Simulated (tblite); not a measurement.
Species: C3H5Cl2NSi.
Cartesian coordinates in Å at the GFN2-xTB level; atoms count from 1:
```xyz
12
C3H5Cl2NSi angstrom
N     -1.696    1.672    1.669
C     -1.601    0.955    0.783
C     -1.450    0.047   -0.314
Si     0.143   -0.998   -0.102
C      1.584    0.269    0.035
Cl     3.113   -0.599    0.290
Cl     1.668    1.201   -1.479
H     -1.410    0.626   -1.239
H     -2.327   -0.599   -0.355
H      0.113   -1.766    1.141
H      0.370   -1.802   -1.297
H      1.494    0.994    0.842
```

Level: GFN2-xTB in tblite, geometry and Hessian alike; calculated harmonic values, unscaled, isolated species. Errors from tens to a few hundred cm⁻¹ against measured bands are possible. Modes of hydrogen on silicon can be 10 to 20 % off. One conformer, not necessarily the lowest.

Harmonic wavenumbers (cm⁻¹): 28.8, 42.0, 95.1, 133.9, 194.1, 197.5, 276.0, 375.4, 436.0, 490.5, 542.7, 615.2, 650.9, 683.9, 725.8, 741.7, 767.9, 787.4, 1009.2, 1070.6, 1118.6, 1159.3, 1177.5, 1398.6, 2298.8, 2319.3, 2403.7, 2955.1, 2974.0, 2993.0.

A = 2105, B = 858.5, C = 773.2 MHz; mass 152.957 u (most abundant isotopes); point group C1, symmetry number 1.

What is the zero-point energy?

Half the sum of the wavenumbers: 15331 cm⁻¹ = 183.40 kJ/mol.

Give the ideal-gas entropy at 298.15 K and 1 bar in the rigid-rotor, harmonic-oscillator model (classical rotation).

Translation 171.59, rotation 124.77, vibration 121.33: S = 417.7 J/(mol K).

And Cp and H(298.15 K) − H(0)?

Cp = 141.16 J/(mol K), of which vibrations give 107.90 (their classical limit is 30 R = 249.4); H(298.15 K) − H(0) = 27.45 kJ/mol without the zero-point energy, 17.53 from vibrations.

Which modes carry the vibrational entropy at 298.15 K?

28.8 cm⁻¹: 24.73; 42.0 cm⁻¹: 21.60; 95.1 cm⁻¹: 14.86; 133.9 cm⁻¹: 12.09; 194.1 cm⁻¹: 9.16; 197.5 cm⁻¹: 9.02 J/(mol K); the other 24 give 29.87 together.

What must be added to the electronic energy to get the Gibbs energy at 298.15 K and 1 bar?

ZPE + [H(298.15 K) − H(0)] − T·S = 183.40 + 27.45 − 124.53 = 86.32 kJ/mol.

Hindered rotation and anharmonicity are outside this model. Other conformers, if any are populated, would add a mixing term that is left out. The structure is chiral; the term R ln 2 for an equal mix with its mirror image is left out.

Time: 0.77 s wall. Hardware: Arm Neoverse N1, one thread (shared host). The figure is for the frequency step alone.
